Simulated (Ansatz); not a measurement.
The same path of CH4ClFMg (8 atoms, charge 0, multiplicity 1) was run twice with different band settings.

Computed with RKS B3LYP-D4/6-31G* in Ansatz.

Relaxed end points:

```xyz
8
Properties=species:S:1:pos:R:3
Mg 0.065 -0.203 0.526
F 1.427 -1.729 0.347
C -0.654 0.998 -1.007
H 1.322 -1.844 1.322
Cl 0.219 -0.916 2.734
H -1.390 1.726 -0.644
H -1.143 0.404 -1.789
H 0.153 1.564 -1.488
```

```xyz
8
Properties=species:S:1:pos:R:3
Mg 0.150 -0.153 0.523
F 1.000 -2.012 0.346
C -0.630 1.011 -1.009
H 1.129 -1.970 1.324
Cl 0.700 -0.601 2.738
H -1.670 1.300 -0.809
H -0.618 0.484 -1.971
H -0.062 1.941 -1.140
```

Common settings: movable images 7; climbing image yes; spring 5.0 eV/Å²; optimiser quadratic models (default); force threshold 0.05 eV/Å; iteration limit 60; end points relaxed.

| run | start path |
| --- | --- |
| 1 | through a guess of the saddle point |
| 2 | straight line |

Question: What does each run give, and how far can it be trusted?

Answer: Run 1: converged after 21 iterations, highest image 0.002 eV above the first end. The highest image is an end point: on this band no image between the ends rises above it.
Run 2: converged after 4 iterations, highest image 0.002 eV above the first end. The highest image is an end point: on this band no image between the ends rises above it.
